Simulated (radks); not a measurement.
The numbers below are computed, except where a source is named.
Task: Pm4+, 57 electrons, occupied as [Xe] 4f3. Code: a radial shooting solver on a logarithmic mesh with Libxc functionals. Model: Dirac Kohn-Sham, PBE, spin-unpolarised, spherical densities, point nucleus; open shells are shared between the two j in proportion to 2j + 1. Some entries of the table are withheld. Estimate them.

orbital,occ.,eigenvalue (eV),<r> (bohr),<1/r> (bohr^-1)
1s1/2,2,-45032.01,0.02318,67.44
2s1/2,2,-7362.089,0.09846,15.99
2p1/2,2,(1),(2),15.97
2p3/2,4,(3),(4),14.29
3s1/2,2,-1648.030,0.2601,(5)
3p1/2,2,-1481.686,0.2498,5.717
3p3/2,4,-1369.084,0.2624,5.296
3d3/2,4,-1080.186,0.2340,5.167
3d5/2,6,-1055.801,0.2379,5.061
4s1/2,2,-369.4939,0.5906,2.425
4p1/2,2,-306.0562,0.6050,2.321
4p3/2,4,-281.1676,0.6329,2.181
4d3/2,4,-176.6776,0.6743,1.969
4d5/2,6,-172.1977,0.6839,1.935
5s1/2,2,-84.9800,1.370,0.9747
5p1/2,2,-66.5487,1.502,(6)
5p3/2,4,-62.5016,1.571,(7)
4f5/2,1.28571,(8),0.8684,(9)
4f7/2,1.71429,(10),0.8757,(11)

Result: 
(1) 2p1/2 eigenvalue (eV): -6973.717
(2) 2p1/2 <r> (bohr): 0.08245
(3) 2p3/2 eigenvalue (eV): -6413.581
(4) 2p3/2 <r> (bohr): 0.08897
(5) 3s1/2 <1/r> (bohr^-1): 5.803
(6) 5p1/2 <1/r> (bohr^-1): 0.8794
(7) 5p3/2 <1/r> (bohr^-1): 0.8332
(8) 4f5/2 eigenvalue (eV): -51.1537
(9) 4f5/2 <1/r> (bohr^-1): 1.464
(10) 4f7/2 eigenvalue (eV): -50.5690
(11) 4f7/2 <1/r> (bohr^-1): 1.451
